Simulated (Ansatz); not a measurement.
Ansatz (an electronic-structure program) input (B3LYP/6-31G* with LANL2DZ past Ar): The .json file joins the Basis Set Exchange's 6-31G* for atoms up to Ar and LANL2DZ past it.

Ansatz 0.2 input:
```yaml
crystal:
  periodic: [false, false, false]
  atoms:
    - {symbol: Mo, position_ang: [0.06668103, -0.05272139, -0.07892166]}
    - {symbol: O, position_ang: [-1.29814591, -1.15849712, -0.02456469]}
    - {symbol: O, position_ang: [-0.19892879, 1.49479180, -0.86828947]}
    - {symbol: O, position_ang: [1.14699930, -0.05950736, 1.30719290]}
basis:
  gaussian:
    orbitals: 6-31Gs+LANL2DZ.json
hamiltonian:
  xc: {name: B3LYP}
total_charge: -1
magnetization: {spin_polarized: true, initial_magnetization: 1}
phonons: {temperatures: {t_min: 298.15, t_max: 298.15, t_step: 100}}
```

Q: Which harmonic wavenumbers does it give?

A: 132, 296, 296, 935, 938, 938 cm⁻¹ (unscaled; negative means imaginary).
